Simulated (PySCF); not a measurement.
Ionising RbF

RHF; PySCF, scalar-relativistic core potentials, basis sets Rb def2-SVPD with ECP28, F def2-SVPD. Neutral (RHF): singlet (closed shell), Re = 2.376 Å, ωe = 358 cm⁻¹, De = 3.12 eV, HOMO -11.04 eV, LUMO -0.18 eV.

RbF⁻ (UHF): doublet (σ ↑), Re = 2.464 Å, ωe = 298 cm⁻¹. The energies at the minima are -123.20650 hartree for RbF and -123.21491 for RbF⁻.

(1) Work out the adiabatic electron affinity, without and with harmonic zero-point energies (1 hartree = 27.2114 eV, 1 eV = 8065.5 cm⁻¹), and the change of the bond length.

Spin–orbit coupling is left out. Where the molecule has an RHF reference, its open-shell atoms are computed with UHF. Hartree–Fock leaves out correlation, which carries a large part of most bond energies and some tenths to 1 eV of ionisation energies. States were picked by a PBE0 search and need not be the measured ground states.

Neutral and ion stand on different kinds of reference determinant, which adds to the error of the difference.

Results:

(1) At HF: 0.00841 hartree = 0.229 eV between the minima; the zero-point term (358.0 − 298.0)/2 cm⁻¹ = +0.004 eV makes it 0.233 eV. Re changes by +8.8 pm against the neutral. The electron enters a σ orbital; in so polar a molecule the change of length follows mostly from the change of the ionic charges.
